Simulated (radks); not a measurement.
The nitrogen anion N- inside a hard spherical wall (all orbitals vanish at R), configuration held at [He] 2s2 2p4 and not refilled when levels cross. All-electron calculation, scalar-relativistic Kohn-Sham, LDA (Slater exchange, VWN5 correlation), spin-polarised, spherical densities, finite nucleus; open shells are filled with parallel spins first; Fermi nuclear charge, rms radius 2.5582 fm. Program: a radial shooting solver on a logarithmic mesh with Libxc functionals. Eigenvalues in eV for spin up, with the zero of energy where the potential of the charges vanishes at infinity; a dash marks a level that is unbound or too diffuse for the functional's potential to be trusted. A positive occupied level is held by the wall or, in an anion where self-interaction has pushed it up, behind a barrier. The pressure on the wall is -dE/dV.

| R (bohr) | E (hartree) | kinetic (hartree) | e(1s) | e(2s) | e(2p) | e(3s, empty) | e(3p, empty) | pressure (GPa) |
|---|---|---|---|---|---|---|---|---|
| 20 | -54.18646 | 53.966 | -373.19 | -11.992 | -0.984 | 1.667 | 1.880 | 0.00577 |
| 15 | -54.18112 | 53.954 | -372.16 | -10.927 | 0.031 | 2.599 | 3.042 | 0.0115 |
| 12 | -54.17774 | 53.946 | -371.42 | -10.162 | 0.745 | 3.572 | 4.353 | 0.0195 |
| 10 | -54.17486 | 53.945 | -370.95 | -9.690 | 1.179 | 4.535 | 5.728 | 0.0431 |
| 8 | -54.16894 | 53.957 | -370.31 | -9.115 | 1.717 | 6.215 | 8.097 | 0.177 |
| 6 | -54.14689 | 54.030 | -368.84 | -7.979 | 2.845 | 10.258 | 13.332 | 1.48 |
| 2.5 | -52.64306 | 58.587 | -340.07 | 11.535 | 24.517 | 87.198 | 87.781 | 934 |
| 1.5 | -44.22876 | 76.695 | -277.99 | 78.759 | 87.327 | 324.18 | 281.71 | 22800 |
